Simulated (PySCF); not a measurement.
Cl$_{2}$Zn, singlet, geometry from GFN2-xTB (such geometries of metal compounds can be far from the true shape). Base run: CAMB3LYP/cc-pVDZ (PySCF).

Here is a job for PySCF.
```python
from pyscf import gto, scf, dft

mol = gto.M(
    atom='''
Zn    0.108251    0.380594    0.212101
Cl    1.309041   -0.005976   -1.495864
Cl   -1.500072   -0.665660    1.121568
''',
    basis='cc-pvdz',
    charge=0,
    spin=0,
    verbose=4,
)

mf = dft.RKS(mol)
mf.xc = 'camb3lyp'
mf.kernel()
```

Each row names what was changed in the base input (with any setting that the change needs).

```
change                                           ΔE vs base (mEh)  fitting functions  dipole (D)        outcome
-----------------------------------------------  ----------------  -----------------  ----------  -------------
base                                                        0.000                  -        2.93      converged
auxbasis = def2-universal-jkfit                            -0.017                520        2.93      converged
auxbasis = autoaux                                         -0.012                705        2.93      converged
auxbasis = def2-tzvp-ri                                   -8443.4                411        2.94      converged
auxbasis = cc-pvtz-ri                                           -                  -           -  input refused
auxbasis = default (with mf = mf.density_fit())                 -                  -           -  input refused
auxbasis = def2-svp-ri                                   -11315.8                267        2.92      converged
auxbasis = even-tempered beta=1.6                          -0.015               1159        2.93      converged
only_dfj = on; auxbasis = def2-universal-jfit              -0.069                191        2.93      converged
auxbasis = even-tempered beta=3.0                         -31.151                523        2.91      converged
```

A fitting set is made for a task (jfit for Coulomb, jkfit for Coulomb and exchange, ri for correlation) and for a family of orbital bases.

- auxbasis = cc-pvtz-ri: ended with `pyscf.lib.exceptions.BasisNotFoundError: Basis set not found for Zn in cc-pvtz-ri`
- auxbasis = default (with mf = mf.density_fit()): ended with `pyscf.lib.exceptions.BasisNotFoundError: Basis set not found for Zn in cc-pvdz-jkfit`
